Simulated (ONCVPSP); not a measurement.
**Ru: one change to an ONCV potential, before and after**

| Item | Value |
| --- | --- |
| Element | ruthenium (Ru) |
| Generator | ONCVPSP 4.0.1 |
| Type | optimised norm-conserving Vanderbilt (ONCV) |
| Functional | PBE |
| Relativity | scalar-relativistic |
| Frozen core | [Ar] 3d10 |
| Valence charge | 16 |
| Reference configuration | 4s2 4p6 4d7 5s1 |
| Partial waves | 4s+5s: rc 1.65 bohr, ncon 4, nbas 7, qcut 8 1/bohr, 2 projectors; 4p: rc 1.50 bohr, ncon 5, nbas 9, qcut 8.1 1/bohr, 2 projectors, debl 1.8 Ha; 4d: rc 1.70 bohr, ncon 5, nbas 10, qcut 9.2 1/bohr, 2 projectors, debl 2.7 Ha; f scattering state at 0.19 Ha: rc 1.50 bohr, ncon 5, nbas 10, qcut 7.6 1/bohr, 2 projectors, debl 1.2 Ha |
| Local potential | polynomial inside 1.35 bohr (lpopt 2, dvloc0 2 Ha) |
| Core correction | none |

Change: functional PBEsol.

Cutoffs: the cutoffs (Ha) at which the residual kinetic energy of the hardest occupied pseudo-wave falls to 1 and 0.1 mHa per electron; they do not see the model core or the augmentation charge, which bear on the density cutoff. Errors are all-electron minus pseudo energies relative to the spin-unpolarised reference configuration.

Question: What does the change do?

Answer: The potential gets neither clearly harder nor softer (26 Ha and 35 Ha → 26 Ha and 35 Ha); the errors of the 4 common tests hardly move; neither file shows a bound ghost.

```csv
quantity,base,changed
"cutoff, loose",26 Ha,26 Ha
"cutoff, tight",35 Ha,35 Ha
loose cutoff by channel,"s 22 Ha, p 26 Ha, d 25 Ha","s 22 Ha, p 26 Ha, d 26 Ha"
bound ghosts,none,none
GHOST(+) flags under 300 eV,none,none
"error for 4s2 4p6 4d7 5s0, meV [ΔE 7.29 → 7.30 eV]",-1.7,-1.6
"error for 4s2 4p6 4d6 5s0, meV [ΔE 25.48 → 25.48 eV]",-2.2,-2.3
"error for 4s2 4p6 4d5 5s0, meV [ΔE 56.10 → 56.09 eV]",-3.0,-2.7
"error for 4s2 4p6 4d7 5s0.5, meV [ΔE 2.86 → 2.87 eV]",-0.6,-0.6
s: phases at 1.67 bohr within 0.05 rad from the reference energy up to (Ha; the scan ends near 5),to the end of the scan,to the end of the scan
p: phases at 1.52 bohr within 0.05 rad from the reference energy up to (Ha; the scan ends near 5),to the end of the scan,to the end of the scan
d: phases at 1.72 bohr within 0.05 rad from the reference energy up to (Ha; the scan ends near 5),to the end of the scan,to the end of the scan
f: phases at 1.52 bohr within 0.05 rad from the reference energy up to (Ha; the scan ends near 5),to the end of the scan,to the end of the scan
```
